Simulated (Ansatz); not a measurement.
`C[SiH2][SiH2]S` + H₂O → `C[SiH2][SiH2]O` + H₂S  (formal hydrolysis of the Si–S bond)

Program: Ansatz. Geometries: PBE0-D4/def2-TZVP. ΔE: electronic, gas phase. CBS: MP2 limit from def2 TZ/QZ plus the TZ coupled-cluster correction, frozen cores. This one scheme is used for every species. DFT in def2-TZVPP. Each species was taken in one conformer, which may not be the lowest.

`C[SiH2][SiH2]S`:

Z-matrix (Å, degrees):
```
C
Si 1 1.874
H 1 1.092 2 110.7
H 1 1.092 2 110.9 3 -120.2
H 1 1.092 2 110.2 3 119.5
Si 2 2.339 1 110.4 3 -64.2
H 2 1.492 1 110.5 3 177.5
H 2 1.491 1 111.1 3 58.2
S 6 2.151 2 109.3 1 -58.0
H 6 1.487 2 111.9 1 56.2
H 6 1.489 2 112.3 1 178.1
H 9 1.344 6 94.8 2 -54.2
```

H₂O:

Cartesian coordinates in Å:
```
O -0.102 -0.011 -0.375
H 0.023 0.766 0.174
H 0.079 -0.756 0.202
```

`C[SiH2][SiH2]O`:

```xyz
12

C     1.080    1.561    0.169
Si   -0.034    0.280    0.969
Si   -1.134   -1.048   -0.624
O    -0.067   -1.899   -1.566
H     0.496    2.250   -0.445
H     1.819    1.079   -0.475
H     1.612    2.144    0.924
H    -1.056    0.942    1.832
H     0.774   -0.614    1.852
H    -2.092   -1.965    0.063
H    -1.901   -0.205   -1.578
H     0.502   -2.527   -1.120
```

H₂S:

```xyz
3

S    -0.570    0.207   -0.125
H    -0.092   -0.892    0.476
H     0.663    0.685   -0.350
```

Question: Is it downhill or uphill in electronic energy at CCSD(T)/CBS, and by how much? (An estimate is asked.)

Answer: Computed: Downhill: ΔE = -15.5 kJ/mol.

Question: What do these levels give: r2SCAN-D4, CAM-B3LYP-D4, B2PLYP, PBE0, LC-ωPBE, HF/def2-QZVPP? (An estimate is asked.)

Answer: The calculation gave: r2SCAN-D4 -17.4, CAM-B3LYP-D4 -27.5, B2PLYP -24.9, PBE0 -13.2, LC-ωPBE -19.4, HF/def2-QZVPP -37.4 kJ/mol.

Largest T1 diagnostic among the species: 0.012.

The D4 term adds +7.0 kJ/mol with B3LYP and +3.9 kJ/mol with PBE0; it sums over pairs of atoms, weighted by their polarisabilities, and B3LYP, whose exchange is more repulsive, gets the larger term. Leaving LDA and LC-ωPBE aside and taking each functional with its dispersion term where it has one, the values, not all of them listed here, spread over 21.2 kJ/mol, from CAM-B3LYP-D4 to revPBE-D4.

B3LYP here is the variant with VWN-RPA as its local correlation; programs differ in this.
